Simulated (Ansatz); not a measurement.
Geometry optimisation, RKS PBE-D4/def2-SVP (Ansatz 0.2.0).

Input file:

```yaml
crystal:
  periodic: [false, false, false]
  atoms:
    - { symbol: B, position_ang: [0.0, 0.0, 0.0] }
    - { symbol: "N", position_ang: [0.0, 0.0, 1.9] }
    - { symbol: H, position_ang: [-0.877, -0.2713, 2.43] }
    - { symbol: H, position_ang: [0.877, 0.2713, 2.43] }
    - { symbol: Cl, position_ang: [1.6108, 0.0, -0.93] }
    - { symbol: H, position_ang: [-1.0305, 0.0, -0.595] }
    - { symbol: Br, position_ang: [0.4922, -2.1654, 0.7379] }
    - { symbol: H, position_ang: [0.2531, -1.1137, 1.8085] }
basis:
  gaussian: { orbitals: def2-SVP }
hamiltonian:
  xc: pbe
  dispersion: d4
relax:
  f_tol: 0.15
  max_steps: 25
  restrain:
    - { distance: [0, 6], at: 2.04, k: 30.0 }
    - { distance: [7, 1], at: 1.06, k: 30.0 }
    - { distance: [0, 1], at: 2.75, k: 30.0 }
    - { distance: [7, 6], at: 2.75, k: 30.0 }
```

Launched with:

```bash
$ ansatz run input.yaml --threads 2 --pin off --max-ram 3072MiB --backend cpu --events-out ev --progress --plain --runs-dir out
```

Problem. Where does it end, and by what steps?

Solution. The forces met the threshold. The restraints hold the end off the free minimum; the threshold counts their pulls, which the force column leaves out. Restrained pairs: B1–Br7 (2.34 → 2.01 Å), N2–H8 (1.15 → 1.04 Å), B1–N2 (1.90 → 2.73 Å), Br7–H8 (1.52 → 2.75 Å). After 7 steps the energy has fallen by 2.623 eV (the restraints' own energy left out); Br7 moved furthest, 0.84 Å.

```tsv
step	energy less start (eV)	largest force component (eV/Å)	accepted
0	0.0000	5.112	yes
1	-0.7881	2.909	yes
2	-0.8007	3.307	yes
3	-1.1374	2.704	yes
4	-2.1445	2.591	yes
5	-2.5794	1.494	yes
6	-2.5803	0.997	no
7	-2.6232	0.841	yes
```

```xyz
8
Properties=species:S:1:pos:R:3
B 0.148 -0.566 -0.472
N 0.054 -0.033 2.203
H -0.860 0.154 2.626
H 0.768 0.519 2.690
Cl 1.584 0.338 -0.908
H -0.963 -0.133 -0.660
Br 0.325 -2.514 -0.012
H 0.269 -1.044 2.315
```

Time of the run: 16 s on 2 threads of Arm Neoverse V2 (shared host), peak memory 0.15 GiB.
